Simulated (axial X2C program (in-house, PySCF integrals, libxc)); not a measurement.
**IErI⁺: a free-ion multiplet in an axial field**

Computed with an axial X2C code built on PySCF integrals: two-component X2C with atomic mean-field Coulomb and Gaunt terms, basis I dyall-v3z, Er dyall-v3z (cores contracted in-house). Orbitals come from Hartree–Fock averaged over the configuration Er f11 s0; CI then distributes these electrons over the f, s shells of Er.

I–Er–I held linear, both bonds 2.792 Å.

Which level do Hund's rules give for f11, how many Ω levels does it split into, and what is its Landé factor?

S = 3/2, L = 6, J = 15/2 (4I15/2). It gives Ω = 1/2 to 15/2, 8 levels. gJ = 3/2 + [S(S+1) − L(L+1)]/[2J(J+1)] = 1.200, so g∥ = 2gJΩ.

The computed levels compare thus:

```csv
Ω,energy (cm⁻¹),g∥ computed,2gJΩ
1/2,0,1.21,1.20
3/2,29,3.61,3.60
5/2,84,6.01,6.00
7/2,160,8.41,8.40
9/2,256,10.80,10.80
11/2,380,13.20,13.20
13/2,560,15.60,15.60
15/2,853,17.97,18.00
```

The 8 lowest levels are just these Ω; they span 853 cm⁻¹, the lowest has Ω = 1/2, and the next level lies at 6223 cm⁻¹. Departures of g∥ from 2gJΩ come from intermediate coupling and from mixing with the higher-lying level J − 1 of the term. The computed g∥ is the magnitude of 2⟨Lz + ge Sz⟩.

There is no dynamic correlation: spin–orbit spacings and, for f shells, spacings inside one term are the most reliable numbers, splittings between terms come out too wide, and energies between configurations are not reliable, so the lowest level need not be the ground state of the molecule. At most 4 roots were kept for each Ω > 0 (twice that for Ω = 0) within 2.2 eV of the lowest, so higher up levels can be missing between those listed; levels with Ω > 0 are doubly degenerate and listed once, Ω = 0 levels singly. States that fill the shells left empty in the average are placed too high. The molecule was held linear; bending was not examined.
